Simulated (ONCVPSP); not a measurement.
**Reading a pseudo-wave (S)**

Columns: radius, all-electron u(r) and pseudo u(r) of the 2p shell (level -156.51 eV) of sulfur in the configuration [He] 2s2 2p6 3s2 3p4; LDA (Perdew-Wang 92), scalar-relativistic, ONCV scheme, ONCVPSP 4.0.1.

```tsv
r (bohr)	all-electron	pseudo
0.047	0.2012	0.0561
0.095	0.5707	0.2180
0.142	0.9117	0.4544
0.190	1.1754	0.7376
0.237	1.3409	1.0153
0.285	1.4271	1.2612
0.332	1.4463	1.4364
0.380	1.4179	1.5346
0.427	1.3574	1.5506
0.475	1.2743	1.4962
0.522	1.1810	1.3919
0.570	1.0801	1.2546
0.617	0.9807	1.1095
0.665	0.8817	0.9654
0.712	0.7895	0.8376
0.760	0.7013	0.7244
0.807	0.6219	0.6308
0.855	0.5477	0.5499
0.902	0.4821	0.4823
0.950	0.4219	0.4218
0.997	0.3694	0.3693
1.045	0.3217	0.3217
1.092	0.2805	0.2804
1.140	0.2433	0.2433
1.187	0.2114	0.2114
1.235	0.1829	0.1828
```

(1) How many radial nodes do the two functions have?

(2) At about which radius was the pseudo-wave matched?

(3) Is the pseudo-wave norm-conserving?

Answers

(1) The all-electron 2p function has n − l − 1 = 0; the pseudo-wave has 0.

(2) 0.95 bohr, where the columns begin to agree (steps of 0.05 bohr).

(3) Yes: the ONCV scheme keeps the norm inside the radius equal to the all-electron one, which fixes the energy derivative of the logarithmic derivative at the level.
